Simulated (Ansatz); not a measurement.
The same path of BClFHO + H2 (7 atoms, charge 0, multiplicity 1) was run twice with different band settings. Lost on the way: B1–F2, H6–H7. Made: B1–H6, F2–H7.

These are results of RKS B3LYP-D4/def2-SVP in Ansatz 0.2.0, not measurements.

Relaxed end points:

```xyz
7
Properties=species:S:1:pos:R:3
B 0.068 -0.555 -0.126
F 0.056 -0.795 1.183
Cl 1.616 -0.431 -0.955
O -1.074 -0.414 -0.819
H -1.864 -0.509 -0.268
H 0.253 2.382 0.847
H 0.172 1.938 1.460
```

```xyz
7
Properties=species:S:1:pos:R:3
B -0.015 0.443 -0.428
F 0.244 0.054 2.241
Cl 1.325 -0.521 -1.070
O -1.289 0.036 -0.497
H -1.401 -0.851 -0.869
H 0.212 1.535 0.026
H 0.150 0.920 1.920
```

Common settings: climbing image yes; spring 5.0 eV/Å²; optimiser quadratic models (default); start path through a guess of the saddle point; force threshold 0.05 eV/Å; iteration limit 60; end points relaxed.

| run | movable images |
| --- | --- |
| 1 | 7 |
| 2 | 3 |

(1) What does each run give, and how far can it be trusted?

Answers

(1) Run 1: converged after 42 iterations, highest image 2.226 eV above the first end. The profile has 2 maxima (images 2, 5) with wells between them (image 3): this band takes more than one step, which may be the mechanism or a detour left from its start path. A structure lower than the first end lies on the path between it and the top, so the climb from that side starts below the end, which may itself be a saddle point or a shallow side well. Neighbouring images differ by up to 2.0 eV, so the band resolves the path poorly. A vibrational analysis at the climbing image gives one clearly imaginary mode, 1198i cm⁻¹: a first-order saddle point.
Run 2: converged after 21 iterations, highest image 2.226 eV above the first end. The profile has 2 maxima (images 1, 3) with wells between them (image 2): this band takes more than one step, which may be the mechanism or a detour left from its start path. Neighbouring images differ by up to 1.9 eV, so the band resolves the path poorly. Another band between the same ends (7 images) ends at a top of the same energy, where a vibrational analysis finds 1 clearly imaginary mode. So few images can step over the top or miss a turn of the path.
The orbitals stay closed-shell, which can raise the energy where a bond breaks towards radicals; this wasn't checked here.
